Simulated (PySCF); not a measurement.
## KP⁻ at UHF-CCSD

Computed with UHF-CCSD; PySCF, no relativity, basis sets K aug-pcseg-1, P aug-pcseg-1.

```json
{"state": "⁴Σ⁻ (quartet), unpaired electrons σ ↑, π ↑↑", "bond length": "328.8 pm", "harmonic wavenumber": "156 cm⁻¹", "force constant": "0.246 mdyn/Å", "rotational constant Be": "0.09038 cm⁻¹", "anharmonicity ωexe": "0.844 cm⁻¹", "vibration–rotation constant αe": "0.000724 cm⁻¹"}
```

Correlated steps freeze 10 core orbitals. The state is the lowest determinant that a PBE0 search found; another state may lie lower at other levels.
